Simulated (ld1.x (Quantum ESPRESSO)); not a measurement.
## Before and after: TM potential for antimony

```
Element                 : Sb
Generator               : ld1.x (Quantum ESPRESSO) 7.5
Type                    : norm-conserving Troullier–Martins (Kleinman–Bylander form)
Functional              : PBEsol
Relativity              : scalar-relativistic
Frozen core             : [Kr]
Valence charge          : 15
Reference configuration : 4d10 5s1 5p4
Partial waves           : 5s (bound): rc 1.80 bohr; 4d (bound): rc 1.20 bohr; 5p (bound): rc 2.10 bohr
Local potential         : the p channel
Core correction         : none
```

Change: core correction a·sin(br)/r model core inside 1.10 bohr.

Cutoffs: the cutoffs (Ry, on a coarse ladder) from which the occupation-weighted sum of valence levels, in a spherical-Bessel basis at the reference potential, stays within 10 and 1 mRy of its value at 400 Ry; they do not see the model core or the augmentation charge, which bear on the density cutoff. Errors are all-electron minus pseudo energies relative to the spin-unpolarised reference configuration.

Q: What does the change do?

A: The potential gets neither clearly harder nor softer (110 Ry and 180 Ry → 110 Ry and 180 Ry); of the 7 tests that both files solve, the error grows in 1 and shrinks in 3 by more than 15 % and 0.3 meV (median size 5.1 → 5.6 meV); neither file shows a bound ghost. A model core, the more so a compact one, raises the density cutoff, which this test does not measure.

```csv
quantity,base,changed
"cutoff, loose",110 Ry,110 Ry
"cutoff, tight",180 Ry,180 Ry
bound ghosts,none,none
"error for 4d10 5s2 5p3, meV [ΔE -8.14 eV]",+0.1,-1.3
"error for 4d10 5s2 5p2, meV [ΔE 0.20 eV]",-5.1,-5.6
"error for 4d10 5s2 5p1, meV [ΔE 16.21 eV]",-9.4,-7.6
"error for 4d10 5s2 5p3.3, meV [ΔE -9.30 eV]",+1.5,0.0
"error for 4d10 5s1 5p3, meV [ΔE 8.97 eV]",-0.4,-0.1
"error for 4d10 5s2 5p0, meV [ΔE 40.66 eV]",-10,-8.9
"error for 4d9 5s2 5p4, meV [ΔE 22.90 eV]",-367,-416
s: phases at 2.31 bohr within 0.05 rad from the reference energy up to (Ry; the scan ends near 5),1.5,1.5
p: phases at 2.31 bohr within 0.05 rad from the reference energy up to (Ry; the scan ends near 5),4.0,4.0
d: phases at 2.31 bohr within 0.05 rad from the reference energy up to (Ry; the scan ends near 5),-0.3,-0.3
```
